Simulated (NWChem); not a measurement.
**Polarisability of diphosphane (H₄P₂)**

```
P
H 1 1.4315
H 1 1.4315 2 92.18
P 1 2.2710 2 93.52 3 93.66
H 4 1.4315 1 93.52 2 87.60
H 4 1.4315 5 92.18 1 -93.66
```
Charge 0, spin multiplicity 1.

All runs are NWChem calculations. All single points use one geometry, from B3LYP/def2-SVP, a minimum by its harmonic frequencies. It is one conformer; others weren't searched.

Basis set: 6-31G*. Static limit. This basis has no diffuse functions, which lowers polarisabilities.

| method | isotropic polarisability (bohr³) | difference from CCSD linear response |
|---|---|---|
| HF | 45.94 | +0.74 |
| BHandHLYP | 45.71 | +0.51 |
| B3LYP | 45.93 | +0.73 |
| PBE | 46.28 | +1.08 |
| CCSD linear response | 45.20 | 0.00 |

The values span 1.08 bohr³, from CCSD linear response (lowest) to PBE (highest). 

The correlated methods keep 10 core orbitals frozen. B3LYP has NWChem's definition, with VWN1-RPA local correlation. The Pople sets run with spherical d functions. Differences from the coupled-cluster row are differences between methods, not errors against experiment.
